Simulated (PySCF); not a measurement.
**Energy of Pd⁻ (palladium, charge -1) between two integer charges**

The 5s alpha orbital of [Kr] 4d10 5s1 is emptied in steps (occupation f), with all orbitals relaxed, ending at [Kr] 4d10. All numbers are calculated (PySCF 2.14, scalar relativity through the core potential, in aug-cc-pVDZ-PP with ECP28MDF). The exact energy is a straight line in f; departures are measured from the line between the end points of the same method.

| f | UHF (eV) | LDA (eV) | PBE (eV) | PBE0 (eV) | r2SCAN (eV) | LC-wPBE (eV) | BHandHLYP (eV) | wB97X (eV) | TPSS (eV) |
| --- | --- | --- | --- | --- | --- | --- | --- | --- | --- |
| 1 | 0.000 | 0.000 | 0.000 | 0.000 | 0.000 | 0.000 | 0.000 | 0.000 | 0.000 |
| 0.8 | 0.004 | -0.376 | -0.361 | -0.246 | -0.324 | 0.021 | -0.159 | -0.007 | -0.347 |
| 0.6 | 0.006 | -0.581 | -0.557 | -0.377 | -0.501 | 0.031 | -0.243 | -0.012 | -0.533 |
| 0.4 | 0.006 | -0.595 | -0.571 | -0.385 | -0.512 | 0.030 | -0.247 | -0.012 | -0.545 |
| 0.2 | 0.004 | -0.405 | -0.389 | -0.261 | -0.348 | 0.019 | -0.168 | -0.008 | -0.371 |
| 0 | 0.000 | 0.000 | 0.000 | 0.000 | 0.000 | 0.000 | 0.000 | 0.000 | 0.000 |

**Question.** For r2SCAN, how does the orbital energy at f = 1 compare with the removal energy?

**Answer.** −ε = -1.124 eV against a total-energy difference of 0.822 eV. By Janak's theorem ε = ∂E/∂f, so the gap between them reflects the curvature. Along the path −ε is -0.453 (f = 0.8), 0.341 (f = 0.6), 1.199 (f = 0.4), 2.095 (f = 0.2) eV.

```
   method  E(f=0) − E(f=1) (eV)  −ε at f=1 (eV)  −ε at f=0.4 (eV)
      UHF                -0.273          -0.244            -0.279
      LDA                 1.144          -1.134             1.574
      PBE                 0.920          -1.267             1.328
     PBE0                 0.605          -0.894             0.889
   r2SCAN                 0.822          -1.124             1.199
  LC-wPBE                 0.267           0.400             0.236
BHandHLYP                 0.339          -0.639             0.522
    wB97X                 0.328           0.287             0.338
     TPSS                 0.754          -1.357             1.152
```

At f = 1 the orbital energy is positive for UHF, LDA, PBE, PBE0, r2SCAN, BHandHLYP, TPSS: only the finite basis holds the electron.

Reference removal energy between the ground levels: 0.562 eV (measured; photodetachment measurements, as compiled on the Wikipedia data page of electron affinities). UHF lacks correlation.
